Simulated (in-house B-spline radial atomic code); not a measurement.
A fraction x of an electron is removed from 2p in the nitrogen ion N⁺, starting from [He] 2s2 2p2 and keeping the highest spin. Level of theory: non-relativistic LDA PW92, spin-polarised, spherical fractional occupations, point nucleus; calculated with a B-spline radial code for spherical atoms.

| x | E(x) - E(0) (eV) | 2p up level (eV) |
| --- | --- | --- |
| 0 | 0.0000 | -22.116 |
| 0.02 | 0.4454 | -22.421 |
| 0.19 | 4.4800 | -25.058 |
| 0.29 | 7.0650 | -26.645 |
| 0.41 | 10.3783 | -28.584 |
| 0.5 | 13.0173 | -30.062 |
| 0.53 | 13.9266 | -30.559 |
| 0.69 | 19.0302 | -33.246 |
| 0.86 | 24.9294 | -36.167 |
| 1 | 30.1639 | -38.620 |

The exact functional would give a straight line between the two integer points. Deviations E(x) - E(0) - x[E(1) - E(0)], in eV: -0.158 at x = 0.02, -1.251 at x = 0.19, -1.683 at x = 0.29, -1.989 at x = 0.41, -2.065 at x = 0.5, -2.06 at x = 0.53, -1.783 at x = 0.69, -1.012 at x = 0.86.

The curve lies below the straight line by up to 2.065 eV (at x = 0.5): convex, the delocalisation error that favours fractional charges.

Problem. How well does Slater's transition state (minus the level at half occupation) give the ionisation energy?

Solution. It gives 30.062 eV against 30.164 eV from the two total energies; NIST lists 29.60 eV, ground level to ground level.
